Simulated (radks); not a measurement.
Spherical jellium clusters: N electrons in a uniform positive sphere of charge N and radius rs N^(1/3), rs = 2.71 bohr. Method: non-relativistic Kohn-Sham, LDA (Slater exchange, Perdew-Wang correlation), spin-polarised, spherical densities; computed with a radial shooting solver with Libxc functionals. Levels are named by radial order and angular momentum (1s, 1p, 1d, 2s, ...), and open shells are averaged over m. Each electron was tried in the lowest free levels, single moves between levels near the top were tried too, and the lowest total energy was kept; such a search can miss a lower state. Energies include the self-energy of the background; IP and EA are vertical (highest electron removed, lowest free level filled), at fixed background; spill-out counts the electrons outside the background radius R, and alpha is the static dipole polarisability from linear response (closed shells only). A dash means not computed or, for alpha, an open shell; in EA it means that no bound solution was reached, which is typical of self-interaction and does not show that the anion is unstable. Real open-shell clusters deform, which this model forbids.

\begin{tabular}{lrrrrrrrrr}
N & open shells & 2S & E/N (eV) & E(N+1) + E(N-1) - 2E(N) (eV) & IP (eV) & EA (eV) & -e(HOMO) (eV) & spill-out (e) & alpha/R^3 \\ \hline
1 & 1s(up 1, down 0) & 1 & -0.622 & - & - & - & 3.771 & 0.52 & - \\
2 & none & 0 & -1.346 & 2.012 & 7.039 & - & 4.292 & 0.74 & 2.069 \\
3 & 1p(up 1, down 0) & 1 & -0.916 & -0.917 & 4.471 & - & 2.361 & 1.13 & - \\
4 & 1p(up 2, down 0) & 2 & -0.930 & -0.782 & 5.422 & - & 3.196 & 1.37 & - \\
5 & 1p(up 3, down 0) & 3 & -1.096 & 0.338 & 6.003 & - & 3.769 & 1.55 & - \\
6 & 1p(up 3, down 1) & 2 & -1.149 & -0.638 & 5.454 & - & 3.438 & 1.72 & - \\
7 & 1p(up 3, down 2) & 1 & -1.279 & -0.484 & 5.972 & 2.038 & 3.935 & 1.87 & - \\
8 & none & 0 & -1.436 & 2.329 & 6.326 & - & 4.301 & 1.99 & 1.710 \\
9 & 1d(up 1, down 0) & 1 & -1.300 & -0.422 & 3.876 & - & 2.125 & 2.23 & - \\
10 & 1d(up 2, down 0) & 2 & -1.233 & -0.389 & 4.334 & - & 2.575 & 2.43 & - \\
11 & 1d(up 3, down 0) & 3 & -1.214 & -0.349 & 4.699 & - & 2.941 & 2.59 & - \\
12 & 1d(up 4, down 0) & 4 & -1.227 & -0.311 & 4.997 & - & 3.248 & 2.73 & - \\
13 & 1d(up 5, down 0) & 5 & -1.262 & 0.400 & 5.246 & - & 3.509 & 2.85 & - \\
14 & 1d(up 5, down 0) 2s(up 1, down 0) & 6 & -1.263 & -0.188 & 4.780 & - & 3.182 & 3.13 & - \\
15 & 1d(up 5, down 2) & 3 & -1.277 & -0.343 & 4.997 & 1.781 & 3.353 & 3.10 & - \\
16 & 1d(up 5, down 3) & 2 & -1.310 & -0.246 & 5.232 & 2.027 & 3.596 & 3.21 & - \\
17 & 1d(up 5, down 4) & 1 & -1.354 & -0.219 & 5.431 & 2.243 & 3.806 & 3.31 & - \\
18 & none & 0 & -1.406 & 0.257 & 5.602 & 2.071 & 3.989 & 3.41 & 1.540 \\
19 & 2s(up 1, down 0) & 1 & -1.438 & 0.216 & 5.298 & 1.970 & 3.742 & 3.62 & - \\
20 & none & 0 & -1.456 & 1.285 & 5.104 & - & 3.600 & 3.85 & 1.594 \\
21 & 1f(up 1, down 0) & 1 & -1.412 & -0.223 & 3.866 & - & 2.391 & 3.99 & - \\
22 & 1f(up 2, down 0) & 2 & -1.381 & -0.209 & 4.076 & - & 2.607 & 4.11 & - \\
23 & 1f(up 3, down 0) & 3 & -1.362 & -0.195 & 4.263 & - & 2.802 & 4.22 & - \\
24 & 1f(up 4, down 0) & 4 & -1.353 & -0.182 & 4.432 & 1.569 & 2.977 & 4.33 & - \\
25 & 1f(up 5, down 0) & 5 & -1.352 & -0.170 & 4.584 & 1.734 & 3.137 & 4.42 & - \\
26 & 1f(up 6, down 0) & 6 & -1.358 & -0.158 & 4.722 & 1.886 & 3.284 & 4.51 & - \\
27 & 1f(up 7, down 0) & 7 & -1.369 & 0.432 & 4.848 & 1.465 & 3.418 & 4.59 & - \\
28 & 1f(up 7, down 1) & 6 & -1.364 & -0.171 & 4.384 & 1.642 & 2.994 & 4.69 & - \\
29 & 1f(up 7, down 2) & 5 & -1.365 & -0.159 & 4.535 & 1.803 & 3.151 & 4.78 & - \\
30 & 1f(up 7, down 3) & 4 & -1.371 & -0.148 & 4.672 & 1.952 & 3.295 & 4.86 & - \\
31 & 1f(up 7, down 4) & 3 & -1.382 & -0.138 & 4.797 & 2.089 & 3.427 & 4.95 & - \\
32 & 1f(up 7, down 5) & 2 & -1.396 & -0.129 & 4.912 & 2.216 & 3.548 & 5.02 & - \\
33 & 1f(up 7, down 6) & 1 & -1.413 & -0.121 & 5.017 & 2.335 & 3.661 & 5.10 & - \\
34 & none & 0 & -1.433 & - & 5.114 & 1.894 & 3.765 & 5.17 & 1.421 \\
\end{tabular}

All shells are closed at N = 2, 8, 18, 20, 34 (there: 1s2 1p6 1d10 2s2 1f14); the second difference of the energy has clear peaks (12 % above both neighbours; the first and last values, which can be the largest, are not judged, and half-filled shells can peak too) at N = 5, 8, 13, 18, 20, 27.
